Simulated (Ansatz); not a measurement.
Te(OMe)(SeH) (CH₄OSeTe), SMILES CO[Te][SeH].

Geometry: PBE0-D3(BJ)/def2-SVP. The structure was generated by enumeration, and PubChem lists no compound with its InChIKey, so it may never have been made. The def2 effective core potentials stand for the cores of Te; spin–orbit coupling is left out. One conformer was computed; it need not be the lowest.

Two levels are set side by side: PBE/def2-SVPD (Ansatz, a program for electronic structure) and PBE0/def2-SVPD (Ansatz). Energy differences of separate SCF runs at the same geometry; the states with an electron removed or added have multiplicity 2 and 2. Differences are taken from unrounded values.

```tsv
quantity	PBE0
vertical ionisation energy (eV)	8.46
vertical electron affinity (eV)	0.33
vertical singlet–triplet gap (eV)	2.62
```

**Question.** What does PBE give, and how far is it from PBE0? (Estimate from the structure and the level; the computed values follow.)

**Answer.** 
```json
[
 {"quantity": "vertical ionisation energy (eV)", "PBE": "8.25", "PBE minus PBE0": "-0.21"},
 {"quantity": "vertical electron affinity (eV)", "PBE": "0.35", "PBE minus PBE0": "0.02"},
 {"quantity": "vertical singlet–triplet gap (eV)", "PBE": "2.56", "PBE minus PBE0": "-0.06"}
]
```
